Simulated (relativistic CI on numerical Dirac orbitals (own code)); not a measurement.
## Slater and spin-orbit integrals, As³⁺

These numbers are calculated, not measured: Dirac-Coulomb-Breit CI, orbitals from a KLI potential per configuration, model QED, valence Slater integrals scaled by 0.85, P86 correlation energy added to each configuration (own radial code, finite nucleus).

Slater integrals F^k, G^k are unscaled and averaged over j, outside the closed core [Ar] 3d10; ζ comes from projecting the Hamiltonian with its Breit term on Σ l·s of the shell.

- 4s 4p: G^1(4s,4p) = 69801, ζ(4p) = 2261.1 cm⁻¹; <r>(4s) = 1.749, <r^2>(4s) = 3.465, <r>(4p) = 2.028, <r^2>(4p) = 4.674 (bohr units).
- 4p2: F^2(4p,4p) = 51873, ζ(4p) = 2259.4 cm⁻¹; <r>(4p) = 2.025, <r^2>(4p) = 4.663 (bohr units).
- 4s 4d: G^2(4s,4d) = 27776, ζ(4d) = 119.11 cm⁻¹; <r>(4s) = 1.729, <r^2>(4s) = 3.39, <r>(4d) = 2.87, <r^2>(4d) = 9.388 (bohr units).

In this model ζ of a weakly bound d, f or g electron outside closed shells comes out too small, for d by up to a factor of two or three and at times with the wrong sign; that of an outer p electron is too small as well.

For a near-neutral ion this model can misplace configurations by up to about 10,000 cm⁻¹ (more where the count of f electrons changes) and terms by 10 to 25 % of their spread. Rates follow the energies as ν³ (E1, M1) or ν⁵ (E2), so they and the lifetimes can be off by large factors. The fine structure of a lone outer electron comes out too small, for d and f at times inverted, and misplaced configurations move strength between like terms. 20 of the 20 excited levels that our extract of the measured tables holds in this range could be paired (the sources list more); they are missed by 3383 cm⁻¹ on average and 3888 at most, and levels without a partner can miss by more.

Averages of the first 10 configurations, taken without configuration mixing, which lowers the lowest level and can move excited configurations by several eV; other configurations of the list can lie among them:

```csv
Configuration,Parity,States,Average energy above the lowest level (eV)
4s2,even,1,0.7
4s 4p,odd,12,10.6
4p2,even,15,23.0
4s 4d,even,20,26.0
4s 4f,odd,28,35.7
4d2,even,45,53.5
4s 5s,even,4,27.1
4p 4d,odd,60,37.7
4s 5p,odd,12,30.9
4f2,even,91,74.2
```
